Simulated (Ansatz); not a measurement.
Computed with Ansatz on PBE0-D4/def2-TZVP structures; ΔE is electronic, products minus reactants. CBS: MP2 limit from def2 TZ/QZ plus the TZ coupled-cluster correction, frozen cores. This one scheme is used for every species. Functionals use def2-TZVPP. One conformer a species, not always the lowest.

Reaction (hydrogenolysis of the Si–N bond): `CN([SiH3])[SiH](O)O` + H₂ → SiH₄ + `CN[SiH](O)O`

(1) Is it downhill or uphill in electronic energy at CCSD(T)/CBS, and by how much? (Estimate.)

(2) What do these levels give: PBE0-D4, ωB97M-V, PBE0, MP2/def2-TZVPP, SCS-MP2/def2-TZVPP, CCSD/def2-TZVPP? (Estimate.)

Largest T1 diagnostic among the species: 0.011.

Answers

(1) The calculation gave: Uphill: ΔE = +0.30 eV.

(2) Ansatz gave: PBE0-D4 0.24, ωB97M-V 0.28, PBE0 0.15, MP2/def2-TZVPP 0.37, SCS-MP2/def2-TZVPP 0.30, CCSD/def2-TZVPP 0.22 eV.

In def2-TZVPP, CCSD(T) changes the Hartree–Fock value by +0.26 eV (the triples alone add +0.06 eV) and MP2 by +0.35 eV. The D4 term adds +0.17 eV with B3LYP and +0.10 eV with PBE0; it sums over pairs of atoms, weighted by their polarisabilities, and B3LYP, whose exchange is more repulsive, gets the larger term.

B3LYP here is the variant with VWN-RPA as its local correlation; programs differ in this.
